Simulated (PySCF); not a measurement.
Compound: C6H10GeNP.
Atom-mapped SMILES: `[GeH3:1][n:2]1[cH:3][cH:4][p:5][c:6]1[CH:7]1[CH2:8][CH2:9]1` (hydrogens: H10, H11, H12 on Ge1; H13 on C3; H14 on C4; H15 on C7; H16, H17 on C8; H18, H19 on C9)

Cartesian coordinates in Å at the PBE0-D3(BJ)/def2-SVP level; atoms count from 1:
```
atom  x, y, z in Å
Ge1   -1.7003   -1.5013   -0.0716
N2    -1.0344    0.1824   -0.5829
C3    -1.8338    1.1819   -1.0831
C4    -1.1545    2.3416   -1.3452
P5     0.5667    2.1907   -0.9621
C6     0.2780    0.5568   -0.4576
C7     1.2692   -0.4203    0.0465
C8     2.4865    0.0520    0.7812
C9     1.4181   -0.6740    1.5329
H10   -1.4896   -1.6829    1.4349
H11   -3.1887   -1.4447   -0.4354
H12   -0.9618   -2.5807   -0.8723
H13   -2.8986    0.9879   -1.2227
H14   -1.6379    3.2341   -1.7441
H15    1.4248   -1.2955   -0.5985
H16    3.4306   -0.4606    0.5843
H17    2.5809    1.1286    0.9448
H18    0.7807   -0.0905    2.2022
H19    1.6084   -1.6997    1.8603
```

Computed, not measured: TDDFT CAM-B3LYP/def2-SVPD, vertical, gas phase, core orbitals frozen in the response in PySCF. The CAM-B3LYP/def2-SVPD calculation is non-relativistic and has no spin–orbit coupling, an omission that weighs most on germanium.

Ground-to-excited transition dipoles (e·a0, same axes as the geometry; the sign carries no meaning), for the states with f of 0.002 or more among the lowest 8:

```csv
state,E (eV),μx,μy,μz
S1,5.175,0.184,-0.986,0.477
S3,5.638,-0.011,0.082,-0.097
S4,5.686,0.070,0.340,-0.105
S5,6.040,-0.116,0.006,0.214
S6,6.181,-0.008,0.114,0.087
S7,6.315,1.209,0.371,0.217
S8,6.402,-0.216,0.011,0.192
```

**Question.** Work out the oscillator strengths.

**Answer.** f = (2/3) ΔE |μ|² with ΔE in hartree (27.2114 eV).

| state | \|μ\|² (au) | \|μ\| (D) | f |
| --- | --- | --- | --- |
| S1 | 1.233 | 2.82 | 0.156 |
| S3 | 0.016 | 0.32 | 0.002 |
| S4 | 0.131 | 0.92 | 0.018 |
| S5 | 0.059 | 0.62 | 0.009 |
| S6 | 0.021 | 0.36 | 0.003 |
| S7 | 1.647 | 3.26 | 0.255 |
| S8 | 0.083 | 0.73 | 0.013 |

**Question.** Which bond between heavy atoms lies closest to the direction of the S7 transition dipole?

**Answer.** N2–C6, at 5° from it; next C7–C8 at 20°.

**Question.** What angle do the transition dipoles of S1 and S8 make?

**Answer.** |cos θ| = |μa·μb| / (|μa| |μb|) = 0.13, so θ ≈ 83° (taken between 0 and 90°, since the signs are arbitrary).

**Question.** How is the summed strength of these states shared among x, y and z?

**Answer.** (2/3) Σ ΔE μα² gives 0.241 for x, 0.163 for y and 0.053 for z, 0.457 in all.

**Question.** What peak molar absorption coefficient would the strongest computed level give as a lone Gaussian band 0.4 eV wide at half height?

**Answer.** ε(max) = 2.175×10⁸ f / FWHM, with the width in cm⁻¹. S7: 2.175×10⁸ × 0.2548 / 3226 ≈ 17000 L mol⁻¹ cm⁻¹.

The vertical ionisation energy (ΔSCF) is 7.72 eV, 1.32 eV above S8.

Hardware: one thread of an Arm Neoverse V2, no GPU (shared host). Cost: 5.6 min, 1.6 GiB resident at most.

One conformer stands for the species.
